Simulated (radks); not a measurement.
Values are calculated unless marked as measured or tabulated.
Initial-state core-level shifts of neutral neodymium when its valence configuration changes from [Xe] 4f4 6s2. Level of theory: non-relativistic Kohn-Sham, TPSS, spin-polarised, spherical densities, point nucleus; open shells are filled with parallel spins first (spin-orbit coupling, left out, can overturn this in heavy ions); meta-GGA in the generalised Kohn-Sham scheme; relativity is left out, which matters for an element this heavy (a radial shooting solver on a logarithmic mesh with Libxc functionals). Shifts are changes of the shell-averaged eigenvalues in eV (positive: less bound); the change of the density at the nucleus, which sets a Mossbauer isomer shift, is in e/bohr^3, on a base of 1.534e+05.

| valence | 2s | 3p | 3d | 4p | density at nucleus |
|---|---|---|---|---|---|
| 4f4 5d1 6s1 | +1.963 | +1.904 | +1.915 | +1.950 | -5.25 |
| 4f2 5d3 6s1 | -13.615 | -15.885 | -15.619 | -13.476 | +13.66 |
| 4f4 5d2 | +3.249 | +3.157 | +3.174 | +3.234 | -10.06 |
| 4f3 5d1 6s1 6p1 | -8.502 | -9.514 | -9.396 | -8.526 | +5.28 |
| 4f3 5d3 | -3.444 | -4.518 | -4.386 | -3.508 | -2.35 |
| 4f3 6s2 6p1 | -11.279 | -12.226 | -12.122 | -11.238 | +13.56 |
| 4f3 5d1 6s2 | -7.734 | -8.742 | -8.624 | -7.758 | +9.95 |
| 4f1.5 5d3 6s1.5 | -19.562 | -22.499 | -22.162 | -19.201 | +22.48 |
| 4f4.5 6s1.5 | +4.303 | +4.664 | +4.623 | +4.373 | -7.07 |
